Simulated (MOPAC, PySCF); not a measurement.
H2ClFSi2, SMILES `F[Si](=[SiH2])Cl`, neutral singlet in the gas phase. 

Cartesian coordinates (Å):
SMILES: F[Si](=[SiH2])Cl
```xyz
6

F      1.7492     1.0946     0.7817
Si     0.8212     0.1622    -0.1031
Si    -1.2196    -0.4761     0.5289
Cl     2.0964    -0.9675    -1.2084
H     -1.8006     0.8661     0.8271
H     -1.7395    -0.8335    -0.8238
```
Charge 0, spin multiplicity 1.

All levels are single points at this geometry (CAM-B3LYP-D3(BJ)/def2-TZVP); Pople sets use spherical d functions. Orbital energies aren't observables, and empty levels follow the basis.

PBE/6-31G* in PySCF gives gap (eV) = 2.48.

### Question
Estimate the gap (eV) from each of these levels: CAM-B3LYP-D3(BJ)/def2-TZVP in PySCF; B3LYP/3-21G in PySCF; B3LYP/6-31G* in PySCF; B3LYP/LANL2DZ in PySCF; BP86/6-31G* in PySCF; SVWN5/6-31G* in PySCF; HF/STO-3G in PySCF; PM6 in MOPAC.

### Answer

```tsv
level	gap (eV)
CAM-B3LYP-D3(BJ)/def2-TZVP in PySCF	6.06
B3LYP/3-21G in PySCF	3.63
B3LYP/6-31G* in PySCF	3.66
B3LYP/LANL2DZ in PySCF	3.57
BP86/6-31G* in PySCF	2.48
SVWN5/6-31G* in PySCF	2.45
HF/STO-3G in PySCF	9.42
PM6 in MOPAC	5.93
```
